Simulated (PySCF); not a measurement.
# A search over the determinants of PbSe⁺

Unrestricted PBE0; Pb cc-pVDZ-PP with ECP60, Se cc-pVDZ-PP with ECP10; scalar-relativistic core potentials (PySCF 2.14). Outer shells of the fragments: Pb+ 5d10 6s2 6p1; Se 3d10 4s2 4p4.

Followed along the bond (rough minima from three points):

```
2Ms+1  unpaired  ⟨S²⟩ at the start  R at minimum (Å)  Te (eV)
    2       π ↑               0.76              2.60     0.00
    2       σ ↑               0.76              2.46     0.77
    4     π ↑↑↑               3.76  none in the scan   ≤ 1.80
```

Solutions found at the starting distance of 2.610 Å, counted from the lowest of them; the search is not exhaustive and high or unbound solutions are not listed, so other states can lie among these:

| 2Ms+1 | unpaired | term | E (eV) | ⟨S²⟩ | ⟨Lz²⟩ | μ (D) |
| --- | --- | --- | --- | --- | --- | --- |
| 2 | π ↑ | ²Π | 0.00 | 0.76 | 1.02 | -2.36 |
| 2 | σ ↑ | ²Σ⁺ | 0.91 | 0.76 | 0.00 | -3.18 |
| 4 | π ↑↑↑ | ⁴Π | 2.23 | 3.76 | 1.00 | 2.06 |
| 4 | σ ↑, π ↑↑ | mixed | 2.61 | 3.76 | 2.01 | 0.31 |
| 2 | π ↑↑↓ | mixed | 2.67 | 1.76 | 3.01 | 2.04 |
| 4 | σ ↑, π ↑↑ | mixed | 2.81 | 3.76 | 2.01 | 0.11 |
| 2 | σ ↑, π ↑↓ | mixed | 3.00 | 1.76 | 2.01 | 0.04 |
| 2 | σ ↓, π ↑↑ | mixed | 3.09 | 1.76 | 2.01 | 0.34 |
| 2 | σ ↓, π ↑↑ | mixed | 3.30 | 1.76 | 2.01 | 0.14 |
| 4 | σ ↑, π ↑↑ | ⁴Σ⁻ | 4.53 | 3.75 | 0.00 | 1.78 |
| 4 | σ ↑↑, π ↑ | ⁴Π | 4.77 | 3.75 | 1.01 | 0.27 |
| 2 | σ ↓, π ↑↑ | mixed | 4.80 | 1.75 | 0.00 | 1.61 |

A term symbol is given only where ⟨S²⟩ and ⟨Lz²⟩ are close to those of a pure state; real π, δ and φ orbitals otherwise mix terms. A positive dipole points towards Se; it is taken about the centre of mass and depends on that origin.

Problem. Compare the gap between the two lowest followed solutions at the starting distance with the gap between their minima.

Solution. At PBE0 the second solution (doublet, unpaired electrons σ ↑) lies +0.91 eV from the first (doublet, unpaired electrons π ↑) at 2.610 Å and +0.77 eV at the minima; the two curves relax by different amounts, since their minima lie near 2.46 and 2.60 Å.

These are scalar-relativistic numbers at best; spin–orbit coupling would shift them, the dissociation energy most. Counting both spins, an empty level lies below a filled one in some of these solutions, because spin and occupation are held.
